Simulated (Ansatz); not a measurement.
Basis-set extrapolation for CH₄FNOSi (`O/C(F)=N/[SiH3]`) (PBE0-D4/def2-TZVP geometry, frozen core, Ansatz). Multiplicity 1, RHF reference.

|  | def2-TZVPP | def2-QZVPP |
| --- | --- | --- |
| HF | -558.030893 | -558.052003 |
| MP2 correlation | -0.958793 | -1.035792 |
| CCSD(T) correlation | -1.020949 | not run |

Energies in hartree. Use E(X) = E(∞) + A·exp(−7.88·√X) for Hartree–Fock and E(X) = E(∞) + B·X^(−2.97) for correlation, with X = 3 and 4, and add CCSD(T) minus MP2 of the smaller set to the MP2 limit.

Q: What is the CCSD(T) energy at the basis-set limit?

A: HF limit: -558.052003 + (-0.021110) × 0.13774 = -558.05491. MP2 limit: -1.035792 + (-0.076999) × 0.74074 = -1.09283. Higher-order term: -1.020949 − (-0.958793) = -0.06216. Total: -559.20990 hartree, 4.30 eV below CCSD(T)/def2-TZVPP.
